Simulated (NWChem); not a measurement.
Correlation energy of BN

SMILES: [B]=[N]
```xyz
2

B      0.0000     0.0000     0.7682
N      0.0000     0.0000    -0.5487
```
Charge 0, spin multiplicity 3.

Program: NWChem. Structure: optimised with UPBE0/def2-SVP, a minimum by its harmonic frequencies.

Basis set: cc-pVQZ. Each correlation energy counts from its own Hartree-Fock reference.

The correlated methods keep 2 core orbitals frozen. This spin state was chosen for the runs; another may lie lower. The structure started from a generated list of species. The unpaired electrons of the parent sit in orbitals of symmetry a1 and b2 (C2v labels of the run); other states weren't searched. No SCF solution was tested for a lower state. Open-shell Hartree-Fock references start from PBE0 orbitals. No row is a measurement; the coupled-cluster row has its own basis-set and correlation limits.

### Question
One of these methods gave a correlation energy of -231.5 mHa. Which?
A) CCSD[T] on ROHF
B) CCSD on ROHF
C) SCS-UMP2
D) UMP2

### Answer
C, SCS-UMP2. The others give -256.8 (CCSD on ROHF), -273.1 (CCSD[T] on ROHF), -235.8 (UMP2).
